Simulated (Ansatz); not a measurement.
The cluster Ca₅Si₃. Total charge 0; triplet. Geometry PBE-D4/def2-SVP, that of the charge +1 doublet; atoms count from 1.

```tsv
atom	x (Å)	y (Å)	z (Å)
Ca1	-0.798	-1.707	2.495
Ca2	-0.835	-2.078	-1.260
Ca3	1.975	-0.150	-2.201
Ca4	-1.369	1.258	-2.307
Ca5	0.543	1.468	2.491
Si6	0.678	1.593	-0.293
Si7	1.090	-0.690	0.576
Si8	-1.283	0.304	0.499
```

The structure comes from a short search, and lower isomers may exist.

Estimate the Mulliken populations from the PBE0/def2-TZVP orbitals of Ansatz.


```
atom  charge (e)  spin (α − β)
 Ca1        0.29          0.91
 Ca2        0.30          0.23
 Ca3        0.38          0.05
 Ca4        0.38          0.05
 Ca5        0.39          0.67
 Si6       -0.59          0.07
 Si7       -0.56          0.01
 Si8       -0.56          0.01
```
Mulliken values and Mayer orders depend strongly on the basis.

Where does the spin sit?

Summed by element: Ca 1.90, Si 0.10, of 2 unpaired in all. Largest on single atoms: Ca1 0.91, Ca5 0.67, Ca2 0.23.

And the Mayer bond orders between bonded heavy atoms (over 0.3)?

Ca1–Ca2 0.39 (3.77 Å); Ca1–Ca5 0.52 (3.45 Å); Ca1–Si7 0.49 (2.88 Å); Ca1–Si8 0.49 (2.87 Å); Ca2–Ca3 0.47 (3.54 Å); Ca2–Ca4 0.47 (3.54 Å); Ca2–Si7 0.38 (3.00 Å); Ca2–Si8 0.38 (3.00 Å); Ca3–Ca4 0.47 (3.63 Å); Ca3–Si6 0.48 (2.89 Å); Ca3–Si7 0.56 (2.96 Å); Ca4–Si6 0.48 (2.89 Å); Ca4–Si8 0.56 (2.97 Å); Ca5–Si6 0.55 (2.79 Å); Ca5–Si7 0.36 (2.94 Å); Ca5–Si8 0.36 (2.94 Å); Si6–Si7 0.75 (2.48 Å); Si6–Si8 0.75 (2.48 Å); Si7–Si8 0.65 (2.57 Å).
